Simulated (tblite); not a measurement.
Species: C5H10NP.
Bonds: C1–C2 (triple), C2–C3, C3–P4, P4–N5, P4–C6, C6–C7. Hydrogens: H8 on C1; H9, H10 on C3; H11, H12 on N5; H13, H14 on C6; H15, H16, H17 on C7.

The geometry is computed with GFN2-xTB (gas phase).

Question: Give the optimised bond lengths and angles.

Answer: 
```json
{"bond": "C1≡C2", "length (bohr)": "2.263", "order": "triple"}
{"bond": "C2–C3", "length (bohr)": "2.723", "order": "single"}
{"bond": "C3–P4", "length (bohr)": "3.540", "order": "single"}
{"bond": "P4–N5", "length (bohr)": "3.260", "order": "single"}
{"bond": "P4–C6", "length (bohr)": "3.525", "order": "single"}
{"bond": "C6–C7", "length (bohr)": "2.876", "order": "single"}
{"bond": "C1–H8", "length (bohr)": "1.982", "order": "single"}
{"bond": "C3–H9, C3–H10", "length (bohr)": "2.067", "order": "single"}
{"bond": "N5–H11, N5–H12", "length (bohr)": "1.921", "order": "single"}
{"bond": "C6–H13, C6–H14", "length (bohr)": "2.067", "order": "single"}
{"bond": "C7–H15, C7–H16, C7–H17", "length (bohr)": "2.057", "order": "single"}
```

Bonds in one row agree within 0.02 bohr and their mean is given. Orders are formal, as drawn. A selection of angles:
```json
{"angle": "C2–C1–H8", "degrees": "178.1"}
{"angle": "C1–C2–C3", "degrees": "177.4"}
{"angle": "C2–C3–P4", "degrees": "109.5"}
{"angle": "C2–C3–H9", "degrees": "110.3"}
{"angle": "P4–C3–H9", "degrees": "108.5"}
{"angle": "P4–C3–H10", "degrees": "108.8"}
{"angle": "H9–C3–H10", "degrees": "110.1"}
{"angle": "C3–P4–N5", "degrees": "94.8"}
{"angle": "C3–P4–C6", "degrees": "98.1"}
{"angle": "N5–P4–C6", "degrees": "95.9"}
{"angle": "P4–N5–H11", "degrees": "110.7"}
{"angle": "P4–N5–H12", "degrees": "109.3"}
{"angle": "H11–N5–H12", "degrees": "107.4"}
{"angle": "P4–C6–C7", "degrees": "112.4"}
{"angle": "P4–C6–H13", "degrees": "108.8"}
{"angle": "P4–C6–H14", "degrees": "106.4"}
{"angle": "C7–C6–H13", "degrees": "111.7"}
{"angle": "C7–C6–H14", "degrees": "109.6"}
{"angle": "H13–C6–H14", "degrees": "107.7"}
{"angle": "C6–C7–H15", "degrees": "110.3"}
{"angle": "C6–C7–H16", "degrees": "111.1"}
{"angle": "H15–C7–H16", "degrees": "108.1"}
```

Torsions: C2–C3–P4–N5 -72° (synclinal); C3–P4–C6–C7 -78° (synclinal). The mirror-image conformer, all signs reversed, is as good.

N5 (nitrogen bonded to P and 2 H) is pyramidal (angles 110.7°, 109.3° and 107.4°, sum 327.4°, 0.40 Å off the plane of its three neighbours). The C–C distances run from 1.198 Å (C1≡C2, drawn triple) to 1.522 Å (C6–C7, drawn single), a spread of 0.324 Å. Of the pairs four or more bonds apart, C2···H12 is among the closest relative to their van der Waals radii: 2.70 Å, 93 % of the sum of Bondi's values. P4 (three-coordinate phosphorus) is pyramidal (angles 98.1°, 95.9° and 94.8°, sum 288.8°, 0.93 Å off the plane of its three neighbours).

Point group: C1 (no symmetry element, even within 0.4 Å). Its GFN2-xTB frequencies are all real (lowest 49 cm⁻¹). One conformer, not necessarily the lowest (C2–C3–P4–N5 -72°, C3–P4–N5–H 180° and 62°, C3–P4–C6–C7 -78°). 3 starts were optimised and ended at 0.00, 0.02 and 1.37 kcal/mol (GFN2-xTB); the lowest of these is shown.
